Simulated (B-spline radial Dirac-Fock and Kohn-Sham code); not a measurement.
## Relativistic shifts of the levels of Hf²¹⁺

System: Hf²¹⁺, configuration [Kr] 4d10 4f5.

Both columns are ΔSCF binding energies of the configuration average from a B-spline atomic structure program: non-relativistic Hartree-Fock with a point nucleus, and Dirac-Fock with a finite nucleus and the Coulomb interaction alone, averaged over the two j levels with weights 2j+1.

```
shell  Hartree-Fock (eV)  Dirac-Fock (eV)  shift (eV)  shift (%)
   1s            61261.2          66276.8    +5015.58      +8.19
   2s            10614.7          11937.2    +1322.53     +12.46
   2p            10165.2          10602.3     +437.12      +4.30
   3s             2910.1           3235.5     +325.42     +11.18
   3p             2703.6           2824.8     +121.20      +4.48
   3d             2323.3           2307.6      -15.66      -0.67
   4s             1035.5           1123.9      +88.47      +8.54
   4p              946.7            980.1      +33.31      +3.52
   4d              785.0            783.3       -1.70      -0.22
   4f              587.8            579.5       -8.22      -1.40
```

Relativity binds 1s, 2s, 2p, 3s, 3p, 4s, 4p more strongly, among those listed most of all 2s in relative terms, and 3d, 4d, 4f more weakly, because the contracted s and p shells screen the nucleus better.

Values without a named source are computed, but for edge energies of neutral atoms, which are taken from tables.
